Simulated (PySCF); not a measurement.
C3H4ClFSi, SMILES FC=C=C([SiH3])Cl. Atoms are numbered in the order given.

```xyz
10

F      2.9234     0.0643    -1.2117
C      2.2340    -0.3382    -0.1355
C      0.9486    -0.1261     0.0166
C     -0.3413     0.0148     0.1840
Si    -1.6554    -1.2163    -0.3929
Cl    -1.0038     1.4456     1.0013
H      2.8572    -0.8605     0.5986
H     -2.5697    -0.5292    -1.3451
H     -0.9762    -2.3642    -1.0516
H     -2.4299    -1.6760     0.7924
```
Charge 0, spin multiplicity 1.

Geometry optimised at B3LYP-D3(BJ)/def2-SVP. This is a generated structure with no PubChem entry under its InChIKey; it may be hypothetical.

Calculation: PBE0/pcSseg-1 (PySCF).

GIAO shieldings, no solvent; atoms alike by connectivity are averaged. δ = σ(ref) − σ: ¹⁹F against CFCl3 (σ = 167.2 ppm); ¹³C against TMS (σ = 186.3 ppm); ²⁹Si against TMS (σ = 352.7 ppm); ³⁵Cl against HCl (σ = 945.9 ppm); ¹H against TMS (σ = 31.56 ppm), references at their B3LYP-D3(BJ)/def2-TZVP geometries, non-relativistic (without spin–orbit terms, shifts of atoms bonded to Cl or Br come out too high).

| nucleus | atoms | count | δ (ppm) |
|---|---|---|---|
| ¹⁹F | F1 | 1 | -160.6 |
| ¹³C | C3 | 1 | 216.4 |
| ¹³C | C2 | 1 | 142.4 |
| ¹³C | C4 | 1 | 122.8 |
| ²⁹Si | Si5 | 1 | -60.8 |
| ³⁵Cl | Cl6 | 1 | 302.7 |
| ¹H | H7 | 1 | 7.81 |
| ¹H | H8, H9, H10 | 3 | 4.63 |
